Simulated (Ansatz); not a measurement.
```xyz
13

C     0.019   -0.816   -1.275
C    -0.227    0.200   -0.179
C     0.877    1.232   -0.086
O    -0.312   -0.487    1.066
Ge   -1.807   -0.421    2.022
Cl   -1.098   -1.674    3.669
H     0.946   -1.360   -1.078
H    -0.798   -1.539   -1.323
H     0.103   -0.323   -2.246
H    -1.178    0.719   -0.386
H     0.667    1.954    0.705
H     0.981    1.772   -1.030
H     1.827    0.742    0.142
```

Total charge 0; spin multiplicity 1.

(1) List the PBE/def2-TZVPP orbital energies in eV (Ansatz 0.2.0). (An estimate is asked.)

## Answers

(1) Ansatz gave: Occupied: -10805.30, -2738.45, -1338.55, -1192.02, -1191.98, -1191.94, -510.63, -270.68, -268.83, -268.83, -249.01, -189.68, -189.58, -189.53, -163.12, -114.67, -114.54, -114.44, -30.48, -30.40, -30.39, -30.32, -30.23, -25.24, -19.87, -19.25, -17.25, -14.64, -13.39, -11.37, -10.82, -10.77, -9.59, -9.44, -9.28, -8.85, -7.91, -7.84, -7.40, -7.01, -6.37. Lowest empty: -2.93, -0.75, 0.09, 0.79, 1.59, 1.76, 1.95, 2.24.
